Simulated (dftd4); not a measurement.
H₃O₄P, triplet, geometry from GFN2-xTB (a higher spin typed on purpose: for a closed-shell molecule this is an excited state); D4 for bp86 run with dftd4.

Input for dftd4:
```
$ dftd4 mol.xyz --func bp86 --charge 0 --json dftd4.json --noedisp --grad

# file mol.xyz
8

O      0.77918714     0.89800259     1.38981789
P     -0.01342712    -0.03654108     0.29402552
O      1.07614325    -0.55931002    -0.64721325
O     -0.93075699    -1.31479553    -0.92120897
O     -0.86101349     1.15096454    -0.32530846
H      1.63291358     0.52824969     1.60995054
H     -0.53564913    -2.18592303    -0.95431307
H     -1.40433700     0.80689686    -1.03471785
```

Question: What does dftd4 print? Leave out banner, timings and long lists.

Answer: 
```
                    ____  _____ _____     ____  _  _
      -------------|  _ \|  ___|_   _|---|  _ \| || |------------
     |             | | | | |_    | | ___ | | | | || |_           |
     |             | |_| |  _|   | ||___|| |_| |__   _|          |
     |             |____/|_|     |_|     |____/   |_|            |
     |             ===================================           |
     |            E. Caldeweyher, S. Ehlert & S. Grimme          |
     |          Mulliken Center for Theoretical Chemistry        |
     |                    University of Bonn                     |
      -----------------------------------------------------------

Rational (Becke-Johnson) damping: bp86-D4-ATM
---------------------
  s6         1.0000
  s8         3.3550
  s9         1.0000
  a1         0.4365
  a2         4.9241
 alp        16.0000
--------------------

Dispersion energy:      -7.4173750277944E-03 Eh

Gradient norm:           4.1369004093409E-04 Eh/a0
--------------------------------------------------
     #    Z           dE/dx      dE/dy      dE/dz
--------------------------------------------------
     1    8 O     9.425E-05  1.405E-04  1.737E-04
     2   15 P    -6.752E-06 -2.705E-05  5.532E-05
     3    8 O     1.028E-04 -6.787E-05 -7.637E-05
     4    8 O    -9.729E-05 -1.321E-04 -1.200E-04
     5    8 O    -7.748E-05  1.534E-04 -1.093E-05
     6    1 H     4.968E-05 -7.095E-07  4.462E-05
     7    1 H    -4.817E-06 -7.505E-05 -1.752E-05
     8    1 H    -6.038E-05  8.921E-06 -4.886E-05
--------------------------------------------------

Virial:
--------------------------------------------------
      component           x          y          z
--------------------------------------------------
          x       9.636E-04  1.024E-04  6.129E-04
          y       1.024E-04  1.297E-03  6.884E-04
          z       6.129E-04  6.884E-04  1.059E-03
--------------------------------------------------

[Info] Dispersion results written to 'dftd4.txt'
[Info] JSON dump of results written to 'dftd4.json'
```
